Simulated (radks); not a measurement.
Question: The bromine anion Br-, [Kr], held by a Watson sphere: a shell of charge +1.28 at radius R that stands for the Madelung well of a crystal (potential energy -1.28/R inside, -1.28/r outside, in hartree with lengths in bohr). All-electron calculation, scalar-relativistic Kohn-Sham, PBEsol, spin-polarised, spherical densities, finite nucleus; Fermi nuclear charge, rms radius of each element as measured or else 0.836 A^(1/3) + 0.57 fm. Program: a radial shooting solver on a logarithmic mesh with Libxc functionals. Response by self-consistent Sternheimer equations with the Hartree and adiabatic LDA kernel, the relativistic mass of each level held fixed and spin-orbit coupling left out. The sphere does not respond.

R (bohr)  e(3d) (eV)  e(4s) (eV)  e(4p) (eV)  <r> 4p (bohr)  sum of <r^2> (bohr^2)  X-ray form factor at sin(theta)/lambda = 0.3 1/angstrom  alpha (bohr^3)
2.45         -67.730     -22.486     -10.570          2.120                  45.77                                                   23.781           23.00
2.51         -67.645     -22.348     -10.459          2.128                  46.05                                                   23.780           23.50
3.08         -66.847     -21.145      -9.403          2.194                  48.41                                                   23.788           28.53
3.09         -66.833     -21.126      -9.384          2.194                  48.44                                                   23.788           28.62
3.52         -66.227     -20.341      -8.633          2.230                  49.83                                                   23.797           32.53
4.78         -64.614     -18.523      -6.815          2.289                  52.39                                                   23.809           42.98
4.81         -64.580     -18.487      -6.779          2.290                  52.43                                                   23.809           43.20
5.02         -64.349     -18.244      -6.533          2.296                  52.70                                                   23.809           44.68

Estimate the row for R = 2.94 bohr.

Answer: e(3d) (eV) -67.044; e(4s) (eV) -21.423; e(4p) (eV) -9.659; <r> 4p (bohr) 2.179; sum of <r^2> (bohr^2) 47.89; X-ray form factor at sin(theta)/lambda = 0.3 1/angstrom 23.785; alpha (bohr^3) 27.26.
